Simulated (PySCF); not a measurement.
Isomers of C2H4BN. Gas-phase values, no solvent. One relaxed conformer stands for each flexible species; it need not be the lowest. Strings in code marks are SMILES.

Excitations are Tamm–Dancoff values on a coarser integration grid. The basis has no diffuse functions, so Rydberg states are missing or too high.

A: `BC#CN`
B: `N#CBC`
C: `[H]/N=C\B=C`
D: `C(=C)=NB`

Question: Put the candidates in order of HOMO, lowest first, for CAM-B3LYP-D3(BJ)/def2-TZVP (PySCF 2.14.0).

Answer: B (-10.90 eV), A (-8.33 eV), D (-8.27 eV), C (-8.21 eV)
